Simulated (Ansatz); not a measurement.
Ideal-gas functions of CH4AlNO (`N=[CH][AlH][OH]`) at 800 K and 1 bar, from an Ansatz frequency run at PBE0-D4/def2-TZVP.

Molar mass 73.03 g/mol, point group Cs (symmetry number 1), electronic degeneracy 1, moments of inertia 41.786, 124.898, 166.684 u Å². Harmonic wavenumbers (cm⁻¹, unscaled): 124, 125, 351, 363, 432, 546, 609, 633, 696, 871, 1205, 1231, 1422, 1641, 1933, 3015, 3412, 3973.

Use S(trans) = R[1.5 ln M + 2.5 ln T − 1.1517]; rotational temperatures θ = 24.2544 K / I; S(rot) = R[ln(√π/σ · √(T³/θAθBθC)) + 1.5]; for each mode x = 1.438777 ν̃/T, S = R[x/(eˣ − 1) − ln(1 − e⁻ˣ)] and H = RT x/(eˣ − 1); 1 cm⁻¹ = 0.0119627 kJ/mol; R = 8.31446 J/(mol·K).

Q: By hand: the entropy, in J/(mol·K).

A: Translation 182.9. Rotation: θ = 0.5804, 0.1942, 0.1455 K, giving 117.7. Vibration, mode by mode: 20.81, 20.74, 12.28, 12.01, 10.62, 8.79, 7.96, 7.67, 6.97, 5.38, 3.34, 3.22, 2.46, 1.80, 1.18, 0.24, 0.13, 0.05, in all 125.6. Electronic 0.0. Sum 426.2 J/(mol·K).

Q: By hand: H − E and G − E in kJ/mol, counted from the electronic energy.

A: Zero-point energy ½ × 22582 × 0.0119627 = 135.1; thermal vibration 50.2; translation, rotation and pV give 4 RT = 26.6. H − E = 211.9 kJ/mol, and G − E = 211.9 − 800 × 426.2/1000 = -129.1 kJ/mol.

Vibration gives 29 % of the entropy, 41.5 J/(mol·K) of it from the modes under 150 cm⁻¹: soft modes count most, and the harmonic formula is weakest for them. The sum counts one conformer and one mirror image; others add a mixing term.
